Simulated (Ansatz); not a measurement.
One change: `C[SiH2]/C(F)=C\F` becomes `F/C=C(\F)Br`.

Ansatz, PBE0-D4/def2-TZVP geometries, multiplicity 1. Each molecule was computed in one conformer, which needn't be the lowest.

Scalar relativity is left out up to krypton.

```json
{"property": "size of the dipole moment (B3LYP/def2-TZVPP) / D", "`C[SiH2]/C(F)=C\\F`": "0.81"}
{"property": "size of the dipole moment (ωB97M-V/def2-TZVPP) / D", "`C[SiH2]/C(F)=C\\F`": "0.80"}
{"property": "HOMO energy (PBE0/def2-TZVPP) / eV", "`C[SiH2]/C(F)=C\\F`": "-7.41"}
{"property": "HOMO energy (PBE/def2-TZVPP) / eV", "`C[SiH2]/C(F)=C\\F`": "-6.10"}
{"property": "LUMO energy (PBE0/def2-TZVPP) / eV", "`C[SiH2]/C(F)=C\\F`": "-0.32"}
{"property": "LUMO energy (PBE/def2-TZVPP) / eV", "`C[SiH2]/C(F)=C\\F`": "-1.24"}
```

(1) Give the same properties after the change, and the shifts. (An estimate is asked.)

## Answers

(1) The calculation gave: 
| property | `F/C=C(\F)Br` | shift |
| --- | --- | --- |
| size of the dipole moment (B3LYP/def2-TZVPP) / D | 1.53 | 0.72 |
| size of the dipole moment (ωB97M-V/def2-TZVPP) / D | 1.52 | 0.72 |
| HOMO energy (PBE0/def2-TZVPP) / eV | -7.42 | -0.01 |
| HOMO energy (PBE/def2-TZVPP) / eV | -6.13 | -0.03 |
| LUMO energy (PBE0/def2-TZVPP) / eV | -0.27 | 0.05 |
| LUMO energy (PBE/def2-TZVPP) / eV | -1.32 | -0.08 |

Dipoles are sizes alone; their direction can turn.

B3LYP here is the variant with VWN-RPA as its local correlation; programs differ in this.

Spin–orbit coupling is left out; it splits and shifts lone-pair levels of the heavy atoms by tenths of an eV.
